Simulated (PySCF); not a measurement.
**Radial density of N²⁺ (nitrogen, charge +2)**

M06-L, [He] 2s2 2p1, 2P determinant. Calculation: PySCF 2.14, in cc-pVDZ-DK (3s2p1d, 14 functions); the spin-free X2C one-electron Hamiltonian (Gaussian nucleus).

| r (bohr) | 4πr²ρ (e/bohr) | 4πr²(ρα − ρβ) |
| --- | --- | --- |
| 0.00476 | 0.05731 | 0.0000 |
| 0.00801 | 0.1546 | 0.0001 |
| 0.0135 | 0.3993 | 0.0002 |
| 0.0227 | 0.9879 | 0.0005 |
| 0.0381 | 2.243 | 0.0012 |
| 0.0641 | 4.422 | 0.0034 |
| 0.108 | 6.839 | 0.0121 |
| 0.181 | 7.105 | 0.0543 |
| 0.305 | 3.961 | 0.2125 |
| 0.513 | 1.835 | 0.5683 |
| 0.863 | 2.688 | 0.8768 |
| 1.45 | 1.607 | 0.4863 |
| 2.44 | 0.1562 | 0.0382 |
| 4.11 | 0.002847 | 0.0012 |

Densities and radii are taken from the X2C orbitals without a picture-change correction, which distorts them close to the nucleus.
